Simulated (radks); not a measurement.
The numbers below are computed, except where a source is named.
Question: The mean radii <r> (bohr) of the occupied orbitals of an atom or ion are listed with their occupations. Level of theory: scalar-relativistic Kohn-Sham, PBE, spin-polarised, spherical densities, finite nucleus; Fermi nuclear charge, rms radius of each element as measured or else 0.836 A^(1/3) + 0.57 fm (a radial shooting solver on a logarithmic mesh with Libxc functionals).

orbital  occ.      <r>
1s up       1  0.01932
1s down     1  0.01932
2s up       1  0.08178
2s down     1  0.08178
2p up       3  0.07285
2p down     3  0.07285
3s up       1   0.2102
3s down     1   0.2102
3p up       3   0.2092
3p down     3   0.2091
3d up       5   0.1887
3d down     5   0.1887
4s up       1   0.4278
4s down     1   0.4279
4p up       3   0.4394
4p down     2   0.4395

Name the element and its charge. Open shells, if any, are filled with parallel spins first.

Answer: Z = 71, lutetium, charge +36: Lu36+ in [Ar] 3d10 4s2 4p5. The 1s radius gives Z: for a bare nucleus <r> = (2 gamma + 1)/(2Z) with gamma = sqrt(1 - (Z/c)^2), 0.01909 bohr for Z = 71, and screening makes it slightly larger (0.01932 here). The occupations add up to 35, and the charge is Z minus that.
